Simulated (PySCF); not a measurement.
# Ga (gallium, neutral) across methods

[Ar] 3d10 4s2 4p1, 2P determinant. All numbers are calculated (PySCF 2.14, scalar relativity by spin-free X2C-1e, in x2c-TZVPPall with one added diffuse shell each of s, p, d type (7s6p5d1f, 57 functions)).

| method | E (hartree) | mean ε 4s α (eV) | mean ε 4s β (eV) | mean ε 4p α (eV) | Σ⟨r²⟩ (bohr²) | ⟨S²⟩ |
| --- | --- | --- | --- | --- | --- | --- |
| PBE | -1943.549 | -9.135 | -8.556 | -2.940 | 40.04 | 0.752 |
| wB97X | -1943.876 | -12.669 | -11.883 | -5.560 | 39.36 | 0.752 |
| r2SCAN | -1943.794 | -9.396 | -8.788 | -3.192 | 39.35 | 0.756 |
| B97-3 | -1943.640 | -10.129 | -9.353 | -3.664 | 39.95 | 0.753 |
| PBE0 | -1943.563 | -10.203 | -9.391 | -3.762 | 39.74 | 0.753 |
| LDA | -1940.675 | -9.371 | -8.850 | -2.937 | 39.73 | 0.751 |
| r2SCAN0 | -1943.755 | -10.409 | -9.598 | -3.943 | 39.37 | 0.756 |
| PW91 | -1943.999 | -9.210 | -8.628 | -2.976 | 39.98 | 0.752 |
| UHF | -1942.16963 | -12.684 | -11.038 | -5.804 | 40.55 | 0.762 |
